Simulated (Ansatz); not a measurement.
Reaction (ligand exchange at a Mo–F bond): `[NH]=[Mo](=[NH])([F])[Cl]` + HCl → `[NH]=[Mo](=[NH])([Cl])[Cl]` + H–F

Calculated with Ansatz (gas phase, PBE0-D4/def2-TZVP geometries, no zero-point term in ΔE). CCSD(T)/CBS adds triple-zeta CCSD(T) − MP2 to the extrapolated MP2 energy (def2 sets, frozen cores). This one scheme is used for every species. Elements past krypton have def2 core potentials. For Mo outer-core shells are correlated without core-valence functions, which leaves a few kJ/mol of doubt a bond. One conformer a species, not always the lowest.

```
                     species  CCSD(T)/CBS(def2) energy (Eh)
 `[NH]=[Mo](=[NH])([F])[Cl]`                     -738.43483
                         HCl                     -460.38127
`[NH]=[Mo](=[NH])([Cl])[Cl]`                    -1098.42936
                         H–F                     -100.39570
```

Task: Work out ΔE.

Result: ΔE = (-1098.42936) + (-100.39570) − (-738.43483) − (-460.38127) = -0.00896 Eh = -5.6 kcal/mol.

Largest T1 diagnostic among the species: 0.021, so the coupled-cluster value is less sure than usual.

The D4 term adds −1.7 kcal/mol with B3LYP and −0.9 kcal/mol with PBE0; it sums over pairs of atoms, weighted by their polarisabilities, and B3LYP, whose exchange is more repulsive, gets the larger term. At CCSD(T), def2-SVP lies +3.6 kcal/mol from the extrapolated value and def2-TZVPP +1.2 kcal/mol.

B3LYP here is the variant with VWN-RPA as its local correlation; programs differ in this.
